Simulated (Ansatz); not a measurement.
Ansatz results at the PBE0-D4/def2-TZVP geometry: size of the dipole moment (ωB97M-V/def2-TZVPP) 1.20 D; HOMO–LUMO gap (PBE0/def2-TZVPP) 6.21 eV; HOMO energy (PBE/def2-TZVPP) -5.63 eV.

(1) Which molecule gave them?
A. `C[NH][AlH2]`
B. `O=C=[N][AlH][Cl]`
C. `C=C[CH2][Al]([Cl])[Cl]`
D. `[OH][Al]([OH])[OH]`

## Answers

(1) A. The others give `C=C[CH2][Al]([Cl])[Cl]`: 2.61, 6.24, -6.27; `[OH][Al]([OH])[OH]`: 0.00, 8.59, -7.30; `O=C=[N][AlH][Cl]`: 1.61, 7.34, -7.49.
